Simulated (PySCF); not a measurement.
## How methods differ on the ionisation energy of Co⁹⁺

Co⁹⁺ [Ar] (1S) → Co¹⁰⁺ [Ne] 3s2 3p5 (2P), as a difference of total energies. All numbers are calculated (PySCF 2.14, the spin-free X2C one-electron Hamiltonian (Gaussian nucleus), in an uncontracted even-tempered set (19 s from 0.49 bohr⁻², ratio 2.5; 12 p from 0.64 bohr⁻², ratio 2.5; 5 d from 5 bohr⁻², ratio 2.7; 4 f from 7.4 bohr⁻², ratio 2.7)). Correlated levels: outer shells: 1s2 frozen; virtual orbitals above 40 to 60 times the deepest correlated orbital energy dropped. The calculations carry no spin-orbit coupling.

| method | ionisation energy (eV) |
| --- | --- |
| UHF | 274.51 |
| MP2 (outer shells) | 275.40 |
| SCS-MP2 (outer shells) | 275.28 |
| CCSD (outer shells) | 275.26 |
| CCSD(T) (outer shells) | 275.26 |

**Question.** How much does correlation contribute at CCSD(T) (outer shells)?

**Answer.** 275.26 − (274.51) = 0.75 eV, measured against UHF.

A first-order spin-orbit estimate (lowest level to lowest level, LS coupling) adds -0.772 eV.

For comparison: 275.4 ± 0.4 eV (semi-empirical (NIST evaluation); NIST Atomic Spectra Database, ionization energies).
